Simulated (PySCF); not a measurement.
Gas-phase reaction: 3 BOF = B₃O₃F₃

Method: PySCF energies plus ideal-gas RRHO corrections (1 bar). Table values come from the NASA 1993 polynomials. After a fit of one offset per element over all species, the range-separated, M06-2X, PBE0/def2-QZVP and CCSD(T)/def2-TZVPP enthalpies, where run, lie to one side of the table for BOF (+19 kJ/mol), B₃O₃F₃ (-22 kJ/mol): a fault of the table's entry, another state or a shared error of the levels is possible; this was not checked at source. † marks an energy on the PBE0/def2-TZVP geometry and frequencies; other levels use their own. MP2 freezes the core. 6-31G* has spherical d functions here. All species are closed-shell singlets. B3LYP is the form with VWN-RPA correlation. For this reaction the table lies outside the span of B3LYP, M06-2X, MP2, PBE0, r2SCAN, ωB97M-V, ωB97X-V in their largest bases here; which side is off was not settled. MP2 isn't extrapolated to the basis-set limit; its ΔH°(298 K) is -618.3 kJ in def2-SVP and -614.8 kJ in def2-TZVPP. The harmonic model lacks anharmonicity and excited electronic states, which grow with temperature; levels with a mode under 35 cm⁻¹ are left out. The table's entry may be an old estimate for BOF, B₃O₃F₃ (not checked at source).

```json
[
 {"level": "table", "ΔH°(298 K), kJ": "-559.1", "minus table": "-", "ΔG°(1600 K), kJ": "-38.4"},
 {"level": "B3LYP/6-31G*", "ΔH°(298 K), kJ": "-646.4", "minus table": "-87.3", "ΔG°(1600 K), kJ": "-120.8"},
 {"level": "HF/def2-TZVP†", "ΔH°(298 K), kJ": "-679.7", "minus table": "-120.6", "ΔG°(1600 K), kJ": "-157.4"},
 {"level": "MP2/def2-TZVPP†", "ΔH°(298 K), kJ": "-614.8", "minus table": "-55.7", "ΔG°(1600 K), kJ": "-92.5"},
 {"level": "PBE/def2-TZVP†", "ΔH°(298 K), kJ": "-587.8", "minus table": "-28.7", "ΔG°(1600 K), kJ": "-65.5"},
 {"level": "PBE0/def2-QZVP†", "ΔH°(298 K), kJ": "-648.3", "minus table": "-89.2", "ΔG°(1600 K), kJ": "-126.0"},
 {"level": "PBE0/def2-TZVP", "ΔH°(298 K), kJ": "-652.4", "minus table": "-93.3", "ΔG°(1600 K), kJ": "-130.1"},
 {"level": "r2SCAN/def2-TZVP†", "ΔH°(298 K), kJ": "-652.3", "minus table": "-93.2", "ΔG°(1600 K), kJ": "-130.0"},
 {"level": "ωB97X-V/def2-TZVP†", "ΔH°(298 K), kJ": "-657.6", "minus table": "-98.5", "ΔG°(1600 K), kJ": "-135.3"}
]
```
